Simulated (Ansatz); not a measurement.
Sn₃Pt₂⁺, relaxed as a doublet with UKS B3LYP-D4/def2-SVP in Ansatz, starting from the GFN1-xTB geometry. Force threshold 0.02 eV/Å.

In the def2 sets Pt, Sn take a core potential; there is no spin–orbit coupling. The relaxation made no stability test and no search for a lower SCF solution. No other spin state of charge 1 was run. Another isomer (doublet) lies 0.03 eV lower at r2SCAN-D4/def2-TZVP; other spin states weren't run for this one.

Start:

```xyz
5

Pt   -0.317   -0.586   -1.225
Pt   -1.517   -0.288    0.907
Sn   -0.990    1.929   -0.419
Sn    1.765   -1.723   -0.247
Sn    1.060    0.668    0.984
```

| step | energy (eV) | largest force component (eV/Å) | SCF passes |
| --- | --- | --- | --- |
| 1 | -23995.4638 | 2.185 | 30 |
| 2 | -23995.6451 | 0.904 | 43 |
| 3 | -23995.7973 | 0.247 | 35 |
| 4 | -23995.8062 | 0.323 | 43 |
| 5 | -23995.8459 | 0.139 | 37 |
| 6 | -23995.8688 | 0.172 | 36 |
| 7 | -23995.8832 | 0.103 | 37 |
| 8 | -23995.8901 | 0.058 | 37 |
| 9 (rejected) | -23995.8370 | 0.569 | 44 |
| 10 | -23995.8931 | 0.014 | 37 |

Force components are those of the run's own axes.

End:

```tsv
atom	x (Å)	y (Å)	z (Å)
Pt1	-0.2894	-0.3958	-1.5800
Pt2	-1.1120	-0.6020	0.9669
Sn3	-1.0818	1.8978	-0.4847
Sn4	1.3355	-1.7948	-0.0012
Sn5	1.1477	0.8949	1.0990
```

Bonds formed: Pt2–Sn4 (atoms count from 1).

No frequencies were taken in this run, so the end may be a saddle point.

Hardware: 4 threads of Arm Neoverse V1 on a shared host. Wall time 85 s, peak host memory 0.69 GiB.
